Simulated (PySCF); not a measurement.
**LuO₂⁻: from structure and modes to constants**

Computed with PBE0/[Lu lcecp-1-TZVP with ECP60, O def2-TZVP], scalar-relativistic core potentials, density fitting, no spin–orbit coupling, PySCF.

The valence singlet (4f shell in the core) minimum has C2v symmetry. Masses (u): Lu 174.94077, O 15.99492.

```xyz
3
charge -1 multiplicity 1, angstrom
Lu    0.0000    0.0000   -0.1585
O     1.6245    0.0000    0.8467
O    -1.6245    0.0000    0.8467
```

Harmonic wavenumbers (cm⁻¹): 193.8 (a1, ×1), 614.5 (b2, ×1), 725.7 (a1, ×1).

**Question.** What is the harmonic zero-point energy?

**Answer.** Half the sum of all 3 wavenumbers, 1534/2 = 767 cm⁻¹, which is 9.2 kJ/mol (1 cm⁻¹ = 0.0119627 kJ/mol).

**Question.** Find the vibrational entropy and heat capacity at 298.15 K.

**Answer.** With u = 1.43878 ω/T, each mode gives S = R[u/(eᵘ−1) − ln(1−e⁻ᵘ)] and C = R u² eᵘ/(eᵘ−1)².
```tsv
ω (cm⁻¹)	u	S (J/(mol K))	C (J/(mol K))
193.8	0.935	9.17	7.73
614.5	2.966	1.78	4.19
725.7	3.502	1.16	3.27
```
The sums over all modes are S = 12.1 and C = 15.2 J/(mol K); the softest mode gives 76 % of the entropy.

**Question.** Give the standard entropy (298.15 K, 1 bar) by its translational, rotational, vibrational and spin parts, and Cp.

**Answer.** Sackur–Tetrode with M = 206.93 u gives 175.4; rotation with symmetry number 2 gives 94.6; vibration 12.1; spin R ln 1 = 0.0. The total is 282.0 J/(mol K), and Cp = 4 R + 15.2 = 48.4 J/(mol K).

Other isomers or separated fragments may lie lower. The lowest empty level of this anion is unbound, so it and the gap depend on the basis. The 4f shell sits in the core potential, so its spin is not counted. The basis has no diffuse functions, which an anion would want.
